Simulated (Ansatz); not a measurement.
Species: BH, net charge 1, doublet state. 
Coordinates optimised at B3LYP-D3(BJ)/def2-TZVP (Ansatz, a program for electronic structure):
```
B
H 1 1.2044
```
Charge +1, spin multiplicity 2.

Basis-set convergence of Hartree-Fock and CCSD(T) correlation energies (hartree) with Ansatz. Correlated levels leave the core frozen unless marked. UHF or UKS for open shells. Spin-orbit coupling is left out. No relativistic terms.

| basis | functions | E(HF) | E(corr, CCSD(T)) |
|---|---|---|---|
| cc-pVDZ | 19 | -24.81626 | -0.04533 |
| cc-pVTZ | 44 | -24.82096 | -0.05179 |
| cc-pVQZ | 85 | -24.82232 | -0.05395 |
| cc-pV5Z | 146 | -24.82258 | -0.05449 |

Extrapolating the two largest sets (X = 4 and 5) as X^-3: E(corr) = (125·(-0.05449) - 64·(-0.05395))/61 = -0.0551 Eh, an estimate of the basis-set limit. The largest set recovers 99.0 % of it, the smallest 82.3 %.
